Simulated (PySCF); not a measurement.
**Relaxation of triplet HfBr₂**

Level of theory: UPBE0 in PySCF with Hf def2-TZVP with ECP60, Br def2-TZVP; scalar-relativistic core potentials, no spin–orbit coupling; density-fitted integrals. A (50,194) grid was used.

A hand-made bent start, of C2v symmetry, held to at least that symmetry:

Coordinates in bohr (charge 0 multiplicity 3):
```
Hf    0.0000    0.0000   -1.3472
Br    4.1175    0.0000    1.5359
Br   -4.1175    0.0000    1.5359
```

What does it relax to?

It ends at C2v with Hf–Br 2.505 Å (×2); Br–Hf–Br 163.8° (after a last refinement on a finer grid). A frequency run shows a minimum. Other isomers or separated fragments may lie lower.

How much energy is released, and in how many steps?

56.7 kJ/mol in 14 steps.

Other spin states or occupations of the open shell can lie lower. At this level a broken-symmetry Ms = 0 minimum of D∞h symmetry lies 17 kJ/mol below this structure. Spin–orbit coupling, left out here, can matter for elements this heavy.
